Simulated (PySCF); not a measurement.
Positional isomers: propene hydroxy+silyl. Gas-phase values, no solvent. One relaxed conformer stands for each flexible species; it need not be the lowest. Strings in code marks are SMILES.

Calculation: PySCF with PBE0-D3(BJ)/def2-TZVP. Excitations are Tamm–Dancoff values on a coarser integration grid. The basis has no diffuse functions, so Rydberg states are missing or too high.

```
species                                                        brightest of the four lowest singlets (TDA) (eV)  S1–T1 gap (TDA) (eV)  S1 excitation (TDA) (eV)  S1 oscillator strength
-------------------------------------------------------------  ------------------------------------------------  --------------------  ------------------------  ----------------------
`O/C(C)=C\[SiH3]` (C–C–O–H torsion 180°)                                                                   6.58                  1.96                      5.97                   0.000
`C/C(O)=C\[SiH3]` (C–C–O–H torsion 180°)                                                                   6.46                  2.04                      6.01                   0.000
`C(/O)=C(\C)[SiH3]` (C–C–O–H torsion 180°)                                                                 6.45                  1.96                      5.86                   0.000
`[SiH3]/C(=C/O)C` (C–C–O–H torsion 180°)                                                                   7.10                  1.73                      5.87                   0.000
`C/C=C(\O)[SiH3]` (Si–C–O–H torsion 180°)                                                                  6.75                  1.86                      5.88                   0.000
`O/C=C/C[SiH3]` (H–O–C–C torsion -1°, C–C–C–Si torsion -111°)                                              6.59                  1.86                      5.96                   0.016
`C(=C/O)/C[SiH3]` (H–O–C–C torsion 4°, C–C–C–Si torsion -89°)                                              6.77                  1.27                      5.46                   0.008
`OC/C=C/[SiH3]` (H–O–C–C torsion 58°, O–C–C–C torsion -126°)                                               7.32                  1.88                      6.08                   0.042
```
